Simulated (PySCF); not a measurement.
Iron: a sound run and one with changed settings

Sound run: Fe [Ar] 3d6 4s2, Fe⁺ [Ar] 3d6 4s1. Computed with PySCF 2.14 in x2c-SVPall (5s3p3d1f, 36 functions), with the spin-free X2C one-electron Hamiltonian (Gaussian nucleus). In the sound run the correlated levels freeze [Ar]. The sound run starts from symmetry-adapted Hartree-Fock orbitals and uses a fine grid where one is needed.

Changed run: initial guess atom, at most 50 SCF cycles.

| species | method | sound run (hartree) | changed run (hartree) | converged |
| --- | --- | --- | --- | --- |
| Fe | UHF | -1271.13086 | -1271.00277 | yes |
| Fe | PBE0 | -1272.17331 | -1272.17331 | yes |
| Fe | TPSS | -1272.41864 | -1272.43213 | yes |
| Fe⁺ | UHF | -1270.89440 | -1270.89440 | yes |
| Fe⁺ | PBE0 | -1271.89038 | -1271.89038 | yes |
| Fe⁺ | TPSS | -1272.13530 | -1272.13530 | yes |
| Fe⁺ | MP2 | -1270.97892 | -1270.97892 | yes |

Ionisation energy of Fe:

```csv
method,sound run (eV),changed run (eV)
PBE0,7.699,7.699
```

The plain start fixes occupations by D2h representation alone, and Fe at UHF, Fe at TPSS landed in another state (other ⟨L²⟩ or ⟨S²⟩). 

For comparison, NIST gives 7.902 eV between the lowest levels.
